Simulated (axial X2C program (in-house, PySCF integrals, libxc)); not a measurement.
Excited states of NbC⁺ by EOM-EE-CCSD

Calculated with an axial X2C code built on PySCF integrals: two-component X2C with atomic mean-field Coulomb and Gaunt terms, Gaussian nuclei, basis Nb dyall-acv3z, C dyall-av3z with contracted cores.

R = 1.721 Å (near the PBE0 minimum at charge 1 of the determinant lowest at the starting distance; the state shown can have its own minimum elsewhere).

Hartree–Fock spinors of NbC⁺ (one of each Kramers pair; a window near the gap, which can cut inner shells):

| ω | occupied | ε (eV) | character |
| --- | --- | --- | --- |
| 1/2 | yes | -24.62 | 52% C s, 26% Nb d, 10% Nb p |
| 1/2 | yes | -15.50 | 58% Nb d, 35% C p, 2% C d |
| 3/2 | yes | -15.45 | 58% Nb d, 35% C p, 2% C d |
| 1/2 | yes | -14.79 | 45% Nb d, 33% C p, 11% C s |
| 1/2 | no | -5.90 | 54% Nb s, 20% C p, 15% Nb p |
| 3/2 | no | -4.67 | 92% Nb d, 4% C d, 3% C f |
| 5/2 | no | -4.60 | 92% Nb d, 4% C d, 3% C f |
| 1/2 | no | -4.09 | 60% Nb p, 21% C p, 16% Nb d |
| 3/2 | no | -4.03 | 60% Nb p, 21% C p, 16% Nb d |
| 1/2 | no | -2.95 | 35% Nb p, 32% Nb d, 18% C p |

Vertical excitation energies from the closed-shell determinant state of NbC⁺:

```tsv
Ω	excitation (eV)	cm⁻¹	hole of the leading pair	particle of the leading pair	weight of the pair (for Ω = 0 its time-reversed partner can hold as much again)	singles weight
1	0.419	3382	48% Nb dσ, 33% C pσ, 9% C sσ	95% Nb dδ	0.93	0.93
2	0.473	3818	47% Nb dσ, 33% C pσ, 9% C sσ	95% Nb dδ	0.59	0.93
3	0.546	4401	48% Nb dσ, 33% C pσ, 9% C sσ	95% Nb dδ	0.93	0.93
```

This point took 59 s on 1 thread of Arm Neoverse V1 (shared host).

Reference electrons by ω block (each with its −ω partner): 1/2: 16, 3/2: 6, 5/2: 1. 16 electrons of NbC⁺ correlated (inner shells frozen), 88 natural virtual spinors (a truncated set); levels can be off by some tenths of an eV. Roots sought by Ω: (0: 5, 1: 4, 2: 3, 3: 1); rows need 60 % singles weight and stop where some Ω has no more roots. Missing are any skipped roots, higher Ω and states of a further excitation; these come out far too high here and may in truth be low or lowest. T1 of the reference 0.026 (Lee–Taylor). Number of frozen shells: Nb 3 s, 2 p, 1 d; C 1 s. Large amplitudes in the reference (orbital relaxation or multireference character) lower the reliability.
